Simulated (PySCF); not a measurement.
C₈H₁₁ (doublet state).
Structure used (GFN2-xTB), in Å, numbered top down from 1:
```
atom  x, y, z in Å
C1     2.0513    0.8751   -0.1601
C2     1.9381   -0.3211    0.8156
C3     1.2387   -1.1413   -0.2575
C4     1.3310    0.0257   -1.1837
C5    -0.0185   -0.4220   -0.7913
C6    -0.9760    0.3338    0.0626
C7    -2.2087   -0.3661    0.5683
C8    -2.3281    0.6867   -0.4879
H9     1.5600    1.8056    0.1240
H10    3.0823    1.0876   -0.4329
H11    1.3317   -0.1271    1.7006
H12    2.8991   -0.7327    1.1166
H13    1.3621   -2.2018   -0.3941
H14   -0.5144   -1.0285   -1.5432
H15   -0.5248    1.0584    0.7274
H16   -2.5564   -0.1409    1.5654
H17   -2.3570   -1.3951    0.2781
H18   -2.5619    0.3729   -1.4941
H19   -2.7584    1.6399   -0.2211
```

The hyperfine couplings belong to this conformer and change with its torsions.

As a line formula: `C1C[C@@H]2[C]1[C@@H]2C1CC1` [radical].

The calculation used UKS B3LYP, pcH-1 on C H, non-relativistic, mean-field spin-orbit, GIAO (PySCF). One conformer (not necessarily the lowest) at the GFN2-xTB geometry, without solvent, vibrations or thermal averaging. A GFN2-xTB geometry isn't a minimum of the functional, and hyperfine couplings can be far from their values at a DFT geometry. Stability of the SCF solution: not tested.

(1) Predict the first-order ENDOR lines of H14, H11, H10, H13, H9, H12, H19, H17, H16 and H15 under fast tumbling at B = 3348.4 mT (W band).

(2) Which pairs are centred on the nuclear Larmor frequency, and which on half the coupling?

(3) At what field would the lower line of H14 fall to zero frequency?

Results:

(1) ν± = |νn ± a/2|, one line for each electron-spin manifold; νn = |g_N| × 7.62259 MHz/T × B.

```tsv
nuclei	isotope	g_N	νn (MHz)	a_iso (MHz)	lower line (MHz)	upper line (MHz)
H14	1H	5.5857	142.57	39.41	122.86	162.27
H11	1H	5.5857	142.57	39.22	122.96	162.17
H10	1H	5.5857	142.57	35.88	124.63	160.51
H13	1H	5.5857	142.57	33.63	125.75	159.38
H9	1H	5.5857	142.57	4.68	140.23	144.91
H12	1H	5.5857	142.57	-2.24	141.44	143.69
H19	1H	5.5857	142.57	0.88	142.13	143.01
H17	1H	5.5857	142.57	-0.82	142.15	142.98
H16	1H	5.5857	142.57	0.59	142.27	142.86
H15	1H	5.5857	142.57	-0.58	142.28	142.85
```

(2) Centred on νn, since |a| < 2νn: H14, H11, H10, H13, H9, H12, H19, H17, H16 and H15. No pair has |a| > 2νn.

(3) Where νn = |a|/2, that is B = 19.70 MHz/(5.5857 × 7.62259 MHz/T) = 463 mT, as far as first order holds there.

The run took 41 s of wall time (with the writing of density and orbital grids) on AMD EPYC 9R45, one thread, no GPU, on a shared host, and the process peaked at 1.1 GiB of memory.
